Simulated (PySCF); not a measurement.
Spin states and ions at one geometry of Hg3

PySCF 2.14.0, RKS PBE0, Hg def2-SVP with ECP60; non-relativistic Hamiltonian with scalar-relativistic core potentials where named; density fitting; no spin-orbit coupling; singlets restricted, open shells unrestricted. The geometry is relaxed for charge 0, singlet, vacuum:

```xyz
3

Hg    2.1768    0.0000    0.0000
Hg   -1.0884    1.8852    0.0000
Hg   -1.0884   -1.8852    0.0000
```

Energies count from the relaxed state; an electron taken off or put on is at rest in vacuum. Charges and spins are Mulliken's.

```tsv
state	energy (eV)	spin squared	charge on Hg1 (e)	spin on Hg1 (e)	dipole about the centre of mass (D)
charge 0, singlet, vacuum	0.00	0.00	0.00	0.00	0.00
charge 0, triplet, vacuum	4.72	2.00	0.04	1.27	0.58
charge +1, doublet, vacuum	8.90	0.75	0.47	0.50	1.78
```

Problem. What does the state charge 0, quintet, vacuum give?

Solution. energy (eV) 9.10, spin squared 6.00, charge on Hg1 (e) 0.00, spin on Hg1 (e) 1.33, dipole about the centre of mass (D) 0.00.

With an electron taken off (doublet) the charges change, summed by element, by Hg +1.00 e. The vertical ionisation energy is 8.90 eV, against −ε(HOMO) = 7.15 eV of the relaxed state. The level lies 1.8 eV too high, as is usual for semilocal functionals and global hybrids, which keep a self-interaction error.

Open shells may have lower solutions than those found.
